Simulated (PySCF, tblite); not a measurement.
Isomers of C5H7Cl2F, one GFN2-xTB conformer each. Single-point energies are computed at PBE0/pcSseg-1 (PySCF, gas phase, no added dispersion term), electronic only.

Task: Rank them by PBE0/pcSseg-1 energy, lowest first (kcal/mol).
A. `[CH2:1]=[C:2]([CH3:3])[CH2:4][C:5]([F:6])([Cl:7])[Cl:8]` with C1–C2–C4–C5 -99°, C2–C4–C5–F6 -67°
B. `[CH3:1]/[C:2](=[CH:3]/[CH2:4][F:5])[CH:6]([Cl:7])[Cl:8]` with C2–C3–C4–F5 0°, C1–C2–C6–Cl7 66°

Result: A (0.0), B (3.1).

GFN2-xTB itself gives, in the same order: 0.0, 0.4. Both levels put the same isomer lowest.

Task: Which frontier levels, dipoles and rotational constants go with these structures?

Result: 
| SMILES | HOMO (eV, PBE0/pcSseg-1) | LUMO (eV) | dipole (D) | A, B, C (MHz) |
| --- | --- | --- | --- | --- |
| C=C(C)CC(F)(Cl)Cl | -7.60 | -0.55 | 2.14 | 2138, 998.8, 883.5 |
| C/C(=C/CF)C(Cl)Cl | -7.72 | -0.64 | 3.61 | 1665, 917.5, 888.4 |

Task: What happens when harmonic zero-point energies from GFN2-xTB frequencies are added?

Result: 
```
           SMILES  ZPE (kcal/mol)  electronic (kcal/mol)  with ZPE (kcal/mol)
C=C(C)CC(F)(Cl)Cl            67.3                    0.0                  0.0
C/C(=C/CF)C(Cl)Cl            67.5                    3.1                  3.3
```

The zero-point energies span 0.2 kcal/mol. The order is unchanged.
